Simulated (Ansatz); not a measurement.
Program: Ansatz. Geometries: PBE0-D4/def2-TZVP. ΔE: electronic, gas phase. CCSD(T)/CBS is the MP2 limit (def2-TZVPP, def2-QZVPP) plus CCSD(T) − MP2 in def2-TZVPP, frozen cores. This one scheme is used for every species. DFT in def2-TZVPP. B3LYP here is the variant with VWN-RPA as its local correlation; programs differ in this. For Ge outer-core shells are correlated without core-valence functions, which leaves a few kJ/mol of doubt a bond. Scalar relativity is left out up to krypton. Each species was taken in one conformer, which may not be the lowest.

`F[CH](F)[GeH2][SiH3]` + HCl → `[SiH3][GeH2][Cl]` + `FCF`  (ligand exchange at a Ge–C bond)

| level | ΔE (kJ/mol) | difference from CCSD(T)/CBS |
| --- | --- | --- |
| PBE-D4 | -101.0 | 5.7 |
| r2SCAN-D4 | -106.6 | 0.1 |
| PBE0-D4 | -109.0 | -2.3 |
| B3LYP-D4 | -109.1 | -2.4 |
| ωB97X-V | -108.2 | -1.5 |
| ωB97M-V | -107.0 | -0.3 |
| B2PLYP | -112.2 | -5.5 |
| PBE | -103.0 | 3.7 |
| r2SCAN | -107.4 | -0.7 |
| PBE0 | -110.8 | -4.1 |
| B3LYP | -112.0 | -5.3 |
| HF/def2-TZVPP | -136.0 | -29.3 |
| MP2/def2-TZVPP | -111.3 | -4.6 |
| SCS-MP2/def2-TZVPP | -113.4 | -6.7 |
| CCSD/def2-TZVPP | -108.6 | -1.9 |
| CCSD(T)/def2-TZVPP | -105.6 | 1.1 |
| HF/def2-QZVPP | -136.9 | -30.2 |
| MP2/def2-QZVPP | -112.2 | -5.5 |
| SCS-MP2/def2-QZVPP | -114.6 | -7.9 |
| HF/CBS(def2) | -137.0 | -30.3 |
| MP2/CBS(def2) | -112.4 | -5.7 |
| CCSD/CBS(def2) | -109.7 | -3.0 |
| CCSD(T)/CBS | -106.7 | 0 |

Largest T1 diagnostic among the species: 0.012.

From PBE to PBE0 (25 % exact exchange), in def2-TZVPP and without D4, ΔE moves by −7.8 kJ/mol. In def2-TZVPP, CCSD(T) changes the Hartree–Fock value by +30.4 kJ/mol (the triples alone add +3.0 kJ/mol) and MP2 by +24.7 kJ/mol.
